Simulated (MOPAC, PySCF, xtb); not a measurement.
Intermolecular potential of CH3Cl ··· F4Si (SMILES CCl and F[Si](F)(F)F), singlet. Monomers: optimised at B3LYP-D3(BJ) (def2-TZVP), held rigid. Orientation: lowest of the rigid-body minima from ten starts at GFN2-xTB. Only R, the distance of the centres of mass, is varied, so the lowest point isn't the relaxed dimer. The table gives interaction energies.

```tsv
R / Å	A	B	C
2.98	-0.46	4.91	-2.26
3.15	-2.96	0.94	-3.47
3.41	-4.04	-1.53	-3.22
3.58	-3.85	-1.91	-2.64
3.76	-3.35	-1.84	-2.02
4.00	-2.58	-1.45	-1.36
4.27	-1.83	-1.00	-0.87
4.60	-1.18	-0.62	-0.52
5.09	-0.60	-0.31	-0.24
5.78	-0.28	-0.13	-0.08
6.77	-0.11	-0.04	0.01
8.08	-0.04	-0.02	0.03
```

Energies in kcal/mol.

### Question
Match the curves with the methods GFN1-xTB (xtb); PM7, restricted, heats of formation (MOPAC); PySCF with restricted B3LYP/6-31G*, spherical d, no counterpoise correction.

### Answer
A is PM7; B is RKS-B3LYP/6-31G*; C is GFN1-xTB.
